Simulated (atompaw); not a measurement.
# Pseudopotential generation for titanium (Ti): PAW (atompaw), PBE, scalar-relativistic.

```
Element                 : titanium (Ti)
Generator               : atompaw 4.2.0.5
Type                    : PAW
Functional              : PBE
Relativity              : scalar-relativistic
Frozen core             : [Ne]
Valence charge          : 12
Reference configuration : 3s2 3p6 3d2 4s1 4p1
Partial waves           : 3s (bound); 4s (bound); 3p (bound); 4p (bound); 3d (bound); 3d channel at 1.07 Ry
Local potential         : ultrasoft scheme with l = 3 at 0 Ry, radius 1.80 bohr
Core correction         : smooth core density matched at 1.90 bohr
Augmentation charge     : sinc compensation charge, radius 1.95 bohr; PAW radius 2.00 bohr; waves and projectors: bloechl
```

Q: Does the generator finish with these settings?

A: Yes, a potential is produced.

Q: Estimate the cutoffs (Ry, on a coarse ladder) from which the occupation-weighted sum of valence levels, in a spherical-Bessel basis at the reference potential, stays within 10 and 1 mRy of its value at 400 Ry.

A: 40 Ry and 50 Ry.

Q: Does the potential have ghost states?

A: No extra level below or beside the all-electron valence levels (s, p, d, f tested).

Q: Is the overlap operator S = 1 + Σ q|β⟩⟨β| positive definite (Bessel basis up to 400 Ry)?

A: Yes: its lowest eigenvalue is 0.53 (s channel).
